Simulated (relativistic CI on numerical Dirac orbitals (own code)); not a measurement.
## d1 to d9 in one octahedral field

Computed with a parametric ligand-field model without spin-orbit coupling, by exact diagonalisation: B = 540, C = 2300, 10Dq = 34500 cm⁻¹ (Oh; |10Dq|/B = 63.9) for every shell. Energies in cm⁻¹; the field energy is (0.6 n_e − 0.4 n_t2) × 10Dq of the ground term; g labels are left out. So small a B with so large a field is typical of 4d and 5d ions, where spin-orbit coupling, left out here, reaches 1,000 to 4,000 cm⁻¹.

```tsv
Shell	Ground term	Electrons in e	Field energy	First spin-allowed bands	Lowest term of other spin
d1	2T2	0.000	-13800	2E 34500	
d2	3T1	0.007	-27371	3T2 33145, 3T1 39890	1T2 8002
d3	4A2	0.000	-41400	4T2 34500, 4T1 40630	2E 11246
d4	3T1	0.011	-54824	3E 32198, 3T1 32770	1T2 7010
d5	2T2	0.021	-68272	2A2 31368, 2T1 31560	4T1 23358
d6	1A1	0.016	-82232	1T1 32733, 1T2 40615	3T1 27912
d7	?	?	?	?	?
d8	3A2	2.000	-41400	3T2 34500, 3T1 40630	1E 8870
d9	2E	3.000	-20700	2T2 34500
```

Problem. Fill in the row of d7.

Solution. Ground term: 2E; Electrons in e: 1.011; Field energy: -61735; First spin-allowed bands: 2T1 32609, 2T2 33204; Lowest term of other spin: 4T1 23322. Low spin: d4, d5, d6, d7; the other shells keep the spin of the free ion. Only d4 to d7 can choose; the field needed to pair spins is smallest for d6 and largest for d5, which loses most exchange energy. In the strong-field picture 10Dq must exceed about 6B + 5C = 14740 (d4), 7.5B + 5C = 15550 (d5), 2.5B + 4C = 10550 (d6) and 4B + 4C = 11360 (d7); mixing of terms shifts these bounds somewhat.
